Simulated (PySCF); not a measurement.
Sn (SMILES [Sn]), triplet (core potentials on Sn); B3LYP/def2-SV(P) run with PySCF.

Input for PySCF:
```python
from pyscf import gto, scf, dft

mol = gto.Mole()
mol.atom = '''
    Sn    0.000000    0.000000    0.000000
'''
mol.basis = 'def2-sv(p)'
mol.ecp = {'Sn': 'def2-sv(p)'}
mol.charge = 0
mol.spin = 2
mol.verbose = 4
mol.build()

mf = dft.UKS(mol)
mf.xc = 'b3lyp'
mf.init_guess = 'atom'
mf.kernel()
mf.analyze()
```

### Question
What does PySCF print? Leave out banner, timings and long lists.

### Answer

```
PySCF version 2.14.0

[INPUT] verbose = 4
[INPUT] num. atoms = 1
[INPUT] num. electrons = 22
[INPUT] charge = 0
[INPUT] spin (= nelec alpha-beta = 2S) = 2
[INPUT] symmetry False subgroup None
[INPUT] Mole.unit = angstrom
[INPUT] Symbol           X                Y                Z      unit          X                Y                Z       unit  Magmom
[...]
nuclear repulsion = 0
number of shells = 10
number of NR pGTOs = 61
number of NR cGTOs = 26
basis = def2-sv(p)
ecp = {'Sn': 'def2-sv(p)'}

******** <class 'pyscf.dft.uks.UKS'> ********
method = UKS
initial guess = atom
damping factor = 0
level_shift factor = 0
DIIS = <class 'pyscf.scf.diis.CDIIS'>
diis_start_cycle = 1
diis_space = 8
diis_damp = 0
SCF conv_tol = 1e-09
SCF conv_tol_grad = None
SCF max_cycles = 50
direct_scf = True
direct_scf_tol = 1e-13
number electrons alpha = 12  beta = 10
XC library pyscf.dft.libxc version 7.1.2
    S. Lehtola, C. Steigemann, M. J. T. Oliveira, and M. A. L. Marques,  SoftwareX 7, 1–5 (2018)
XC functionals = b3lyp
    P. J. Stephens, F. J. Devlin, C. F. Chabalowski, and M. J. Frisch,  J. Phys. Chem. 98, 11623 (1994)
radial grids:
    Treutler-Ahlrichs [JCP 102, 346 (1995); DOI:10.1063/1.469408] (M4) radial grids

becke partition: Becke, JCP 88, 2547 (1988); DOI:10.1063/1.454033
pruning grids: <function nwchem_prune>
grids dens level: 3
symmetrized grids: False
atomic radii adjust function: <function treutler_atomic_radii_adjust>
small_rho_cutoff = 0
Set gradient conv threshold to 3.16228e-05
Spherically averaged atomic HF for {'Sn'}

******** <class 'pyscf.scf.atom_hf.AtomSphAverageRHF'> ********
method = AtomSphAverageRHF
initial guess = minao
damping factor = 0
level_shift factor = 0
DIIS = <class 'pyscf.scf.diis.CDIIS'>
diis_start_cycle = 1
diis_space = 8
diis_damp = 0
SCF conv_tol = 1e-09
SCF conv_tol_grad = None
SCF max_cycles = 50
direct_scf = True
direct_scf_tol = 1e-13
atom = Sn
Set gradient conv threshold to 3.16228e-05
Initial guess from minao.
init E= -190.097713769646
cycle= 1 E= -212.739080030751  delta_E= -22.6  |g|=    0  |ddm|= 5.67
cycle= 2 E= -213.109727337968  delta_E= -0.371  |g|=    0  |ddm|= 2.81
cycle= 3 E= -213.141095929743  delta_E= -0.0314  |g|=    0  |ddm|= 0.443
cycle= 4 E= -213.141185941267  delta_E= -9e-05  |g|=    0  |ddm|= 0.0617
cycle= 5 E= -213.141193003466  delta_E= -7.06e-06  |g|=    0  |ddm|= 0.02
cycle= 6 E= -213.141193023993  delta_E= -2.05e-08  |g|=    0  |ddm|= 0.00118
cycle= 7 E= -213.141193024019  delta_E= -2.66e-11  |g|=    0  |ddm|= 2.38e-05
Extra cycle  E= -213.14119302402  delta_E= -2.84e-13  |g|=    0  |ddm|= 2.16e-06
Atomic HF for atom  Sn  converged. SCF energy = -213.14119302402

tot grids = 21960
init E= -214.261283088215

cycle= 1 E= -214.321331589919  delta_E= -0.06  |g|= 0.0327  |ddm|= 0.894
cycle= 2 E= -214.322331313659  delta_E= -0.001  |g|= 0.00442  |ddm|= 0.085
cycle= 3 E= -214.322350047249  delta_E= -1.87e-05  |g|= 0.00244  |ddm|= 0.013
cycle= 4 E= -214.322352484664  delta_E= -2.44e-06  |g|= 0.000167  |ddm|= 0.00453
cycle= 5 E= -214.322352513379  delta_E= -2.87e-08  |g|= 1.92e-05  |ddm|= 0.000565
cycle= 6 E= -214.322352513646  delta_E= -2.67e-10  |g|= 1.46e-06  |ddm|= 5.71e-05
Extra cycle  E= -214.322352513647  delta_E= -1.28e-12  |g|= 9.29e-07  |ddm|= 7.13e-06
converged SCF energy = -214.322352513647  <S^2> = 2.0017927  2S+1 = 3.0011949
**** SCF Summaries ****
Total Energy =                        -214.322352513646791
Nuclear Repulsion Energy =               0.000000000000000
One-electron Energy =                 -376.179796265199116
Two-electron Energy =                  161.857443751552324
Two-electron Coulomb Energy =          179.948328651803592
DFT Exchange-Correlation Energy =      -18.090884900251268
**** MO energy ****
                             alpha | beta                alpha | beta
[...]
spin_pop of  0 Sn 4s       -0.00003
spin_pop of  0 Sn 5s        0.00163
spin_pop of  0 Sn 6s       -0.00114
spin_pop of  0 Sn 7s        0.00041
spin_pop of  0 Sn 4px       0.00099
spin_pop of  0 Sn 4py       0.01060
spin_pop of  0 Sn 4pz       0.00045
spin_pop of  0 Sn 5px       0.03921
spin_pop of  0 Sn 5py       0.00176
spin_pop of  0 Sn 5pz       0.00011
spin_pop of  0 Sn 6px       0.03281
spin_pop of  0 Sn 6py       0.98222
spin_pop of  0 Sn 6pz       0.04522
spin_pop of  0 Sn 7px       0.88621
spin_pop of  0 Sn 7py       0.00039
spin_pop of  0 Sn 7pz       0.00002
spin_pop of  0 Sn 4dxy     -0.00402
spin_pop of  0 Sn 4dyz     -0.00571
spin_pop of  0 Sn 4dz^2    -0.00661
spin_pop of  0 Sn 4dxz     -0.00410
spin_pop of  0 Sn 4dx2-y2    0.00013
spin_pop of  0 Sn 5dxy      0.00392
spin_pop of  0 Sn 5dyz      0.00555
spin_pop of  0 Sn 5dz^2     0.00661
spin_pop of  0 Sn 5dxz      0.00352
spin_pop of  0 Sn 5dx2-y2   -0.00014
In total            12.00000 | 10.00000
Dipole moment(X, Y, Z, Debye):  0.00000,  0.00000, -0.00000
```
